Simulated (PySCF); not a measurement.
Isomers of C4H7NSi, one GFN2-xTB conformer each. Single-point energies are computed at PBE0/pcSseg-1 (PySCF, gas phase, no added dispersion term), electronic only.

```
            SMILES  GFN2-xTB relative energy (kJ/mol)
[H]/N=C\CC#C[SiH3]                              314.5
   C#C[SiH2]/C=N\C                              366.4
   C=C(C#N)C[SiH3]                              239.7
    N#C[SiH2]C1CC1                              270.5
     [SiH3]n1cccc1                                0.0
   C#C/C=N\[SiH2]C                              276.9
    N#CC1C[SiH2]C1                              225.8
   C=C(C)[SiH2]C#N                              287.3
```

Conformers: `[H]/[N:1]=[CH:2]\[CH2:3][C:4]#[C:5][SiH3:6]` with N1–C2–C3–C4 1°; `[CH:1]#[C:2][SiH2:3]/[CH:4]=[N:5]\[CH3:6]` with C2–Si3–C4–N5 -55°; `[CH2:1]=[C:2]([C:3]#[N:4])[CH2:5][SiH3:6]` with C1–C2–C5–Si6 99°; `[N:1]#[C:2][SiH2:3][CH:4]1[CH2:5][CH2:6]1` with C2–Si3–C4–C5 35°; `[CH:1]#[C:2]/[CH:3]=[N:4]\[SiH2:5][CH3:6]` with C3–N4–Si5–C6 118°; `[N:1]#[C:2][CH:3]1[CH2:4][SiH2:5][CH2:6]1` with C2–C3–C4–Si5 129°, C3–C4–Si5–C6 -8°, C4–Si5–C6–C3 8°, C2–C3–C6–Si5 -129°; `[CH2:1]=[C:2]([CH3:3])[SiH2:4][C:5]#[N:6]` with C1–C2–Si4–C5 128°.

Task: What does PBE0/pcSseg-1 give for the same structures?

Result: 
| SMILES | PBE0/pcSseg-1 E (Eh) | PBE0/pcSseg-1 (kJ/mol) | GFN2-xTB (kJ/mol) | point group |
| --- | --- | --- | --- | --- |
| [SiH3]n1cccc1 | -500.46721 | 0.0 | 0.0 | near Cs |
| C=C(C)[SiH2]C#N | -500.43540 | 83.5 | 287.3 | C1 |
| N#C[SiH2]C1CC1 | -500.43168 | 93.3 | 270.5 | Cs |
| N#CC1C[SiH2]C1 | -500.42886 | 100.7 | 225.8 | Cs |
| C=C(C#N)C[SiH3] | -500.42065 | 122.2 | 239.7 | C1 |
| C#C/C=N\[SiH2]C | -500.38829 | 207.2 | 276.9 | C1 |
| [H]/N=C\CC#C[SiH3] | -500.38140 | 225.3 | 314.5 | – |
| C#C[SiH2]/C=N\C | -500.36553 | 267.0 | 366.4 | C1 |

Both levels put the same isomer lowest; measured from each level's own lowest isomer, the values differ by up to 203.8 kJ/mol (C=C(C)[SiH2]C#N: 287.3 against 83.5). As drawn, the lowest has an aromatic ring, which the highest lacks; the highest has a C≡C bond, a C=N bond and an Si–C bond, which the lowest lacks. Neighbours under 10 kJ/mol apart (C=C(C)[SiH2]C#N and N#C[SiH2]C1CC1; N#C[SiH2]C1CC1 and N#CC1C[SiH2]C1) can change places with a better method, another conformer or zero-point energy.

Task: Which frontier levels, dipoles and rotational constants go with these structures?

Result: 
```csv
SMILES,"HOMO (eV, PBE0/pcSseg-1)",LUMO (eV),dipole (D),"A, B, C (MHz)"
[SiH3]n1cccc1,-6.22,0.28,1.58,"8487, 2112, 1725"
C=C(C)[SiH2]C#N,-8.12,-0.78,3.90,"4789, 1792, 1501"
N#C[SiH2]C1CC1,-8.74,-0.37,3.87,"4389, 2156, 1662"
N#CC1C[SiH2]C1,-8.65,-0.33,4.20,"7557, 1781, 1623"
C=C(C#N)C[SiH3],-7.82,-1.43,3.89,"4200, 1939, 1498"
C#C/C=N\[SiH2]C,-7.25,-1.75,1.67,"6350, 1479, 1375"
[H]/N=C\CC#C[SiH3],-7.57,-0.05,2.17,"8048, 1121, 1001"
C#C[SiH2]/C=N\C,-6.75,-0.95,1.30,"4103, 1998, 1487"
```
